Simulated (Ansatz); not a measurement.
The same path of a periodic cell of 21 atoms, H$_{2}$C$_{18}$O (surface graphene monolayer, adsorbate H2O) was run twice with different band settings.

Theory: DFT PBE, scalar-relativistic, plane waves, PAW in Ansatz. Settings: cutoff 420 eV, k mesh 2x2x1, gaussian smearing 0.05 eV, no spin polarisation.

Relaxed end points:

```xyz
21
Lattice="7.3980 0.0000 0.0000 -3.6990 6.4069 0.0000 0.0000 0.0000 11.0000" Properties=species:S:1:pos:R:3
C 0.065 0.007 0.718
C 1.312 0.727 0.719
C -1.164 2.157 0.717
C 0.065 2.867 0.718
C -2.387 4.282 0.718
C -1.164 4.987 0.719
C 2.535 0.021 0.720
C 3.764 0.731 0.721
C 1.312 2.147 0.718
C 2.535 2.853 0.718
C 0.065 4.278 0.718
C 1.313 4.999 0.718
C 5.012 0.010 0.719
C 6.234 0.717 0.718
C 3.764 2.144 0.719
C 5.012 2.864 0.718
C 2.535 4.293 0.718
C 3.764 5.002 0.718
O 3.826 1.550 4.345
H 2.984 1.731 4.790
H 3.567 1.301 3.443
```

```xyz
21
Lattice="7.3980 0.0000 0.0000 -3.6990 6.4069 0.0000 0.0000 0.0000 11.0000" Properties=species:S:1:pos:R:3
C 0.080 0.010 0.719
C 1.302 0.717 0.718
C -1.168 2.144 0.719
C 0.080 2.864 0.718
C -2.397 4.293 0.718
C -1.168 5.002 0.718
C 2.531 0.007 0.718
C 3.778 0.727 0.719
C 1.302 2.157 0.717
C 2.531 2.867 0.718
C 0.079 4.282 0.718
C 1.302 4.987 0.719
C 5.001 0.021 0.720
C 6.230 0.731 0.721
C 3.778 2.147 0.718
C 5.001 2.853 0.718
C 2.531 4.278 0.718
C 3.779 4.999 0.718
O 6.292 1.550 4.345
H 5.450 1.731 4.790
H 6.033 1.301 3.443
```

Common settings: climbing image yes; spring 5.0 eV/Å²; optimiser quadratic models (default); end points relaxed.

| run | movable images | start path | force threshold | iteration limit |
| --- | --- | --- | --- | --- |
| 1 | 5 | IDPP | 0.03 eV/Å | 37 |
| 2 | 3 | default | 0.05 eV/Å | 6 |

**Question.** What does each run give, and how far can it be trusted?

**Answer.** Run 1: converged after 7 iterations, highest image 0.001 eV above the first end. The top lies less than 8 meV above the higher end, about what the thresholds resolve: that end is a shoulder or a very shallow well. By the program's own check the climbing image is of a kind that is not told: the force calls were inconclusive, a negative curvature could not be distinguished from the path's own, the only one lies far off the path, or fixed occupations may fill a level only in part (lowest curvatures found: -0.10 and 0.02 eV/Å²).
Run 2: not converged after 6 iterations, highest image 0.001 eV above the first end. The band didn't meet its force threshold, so its energies are provisional: the largest band force was still 0.23 eV/Å, and over the last iterations the top stayed at 0.00 eV.
Limits of this set-up: coarse k mesh, slab without dipole correction, no dispersion correction for a molecule that may bind weakly.
